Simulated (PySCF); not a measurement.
# Two-component Hartree-Fock for Nb⁺ (niobium, charge +1)

Start: [Kr] 4d4; 4d3/2 filled at m_j = -3/2, -1/2, +1/2, +3/2. Calculated with PySCF 2.14 in x2c-TZVPall-2c: generalised Hartree-Fock with the X2C-1e Hamiltonian and a Gaussian nucleus; one run each with spin-orbit coupling (SO) switched off, then screened by Boettger's factors.

| spinor shell | electrons | ε, spin-free (eV) | ε, screened SO (eV) | weight of nominal j (screened SO) | rms radius, screened SO (bohr) |
| --- | --- | --- | --- | --- | --- |
| 1s1/2 | 2 | -19093.5 | -19092.6 | 1.000 | 0.0415 |
| 2s1/2 | 2 | -2749.5 | -2749.2 | 1.000 | 0.171 |
| 2p1/2 | 2 | -2449.4 | -2515.5 | 1.000 | 0.149 |
| 2p3/2 | 4 | -2449.4 | -2418.3 | 1.000 | 0.154 |
| 3s1/2 | 2 | -495.59 | -495.50 | 1.000 | 0.471 |
| 3p1/2 | 2 | -394.72 | -405.88 | 1.000 | 0.471 |
| 3p3/2 | 4 | -394.72 | -389.41 | 1.000 | 0.482 |
| 3d3/2 | 4 | -229.78 | -231.70 | 0.977 | 0.471 |
| 3d5/2 | 6 | -229.78 | -228.40 | 0.985 | 0.475 |
| 4s1/2 | 2 | -78.663 | -78.632 | 1.000 | 1.25 |
| 4p1/2 | 2 | -49.617 | -53.871 | 0.667 | 1.41 |
| 4p3/2 | 4 | -49.617 | -47.501 | 0.833 | 1.40 |
| 4d3/2 | 4 | -14.537 | -14.542 | 0.527 | 2.20 |

```
   quantity    spin-free  screened SO
E (hartree)  -3816.80754  -3817.21662
        M_J            0            0
       ⟨J²⟩        4.043        3.854
       ⟨L²⟩        6.040        6.041
       ⟨S²⟩        6.003        5.996
```

The determinant has a definite M_J but mixes levels of different J.

Each row is a mean over spinors that exchange with the open shell spreads, by up to 4.652 eV (4p3/2).

Rows whose weight is well below 1 are mixtures of j = l ± 1/2: exchange outweighs spin-orbit coupling there, and the label is only the starting occupation.

Breit and QED terms are absent; they matter most for the inner s and p1/2 levels.

Densities and radii are taken from the X2C orbitals without a picture-change correction, which distorts them close to the nucleus.

Without spin-orbit coupling the j labels of p, d and f shells carry no meaning; the spin-free column gives the mean over the occupied spinors of each nl shell, and its ⟨J²⟩ belongs to a mixture of degenerate components.
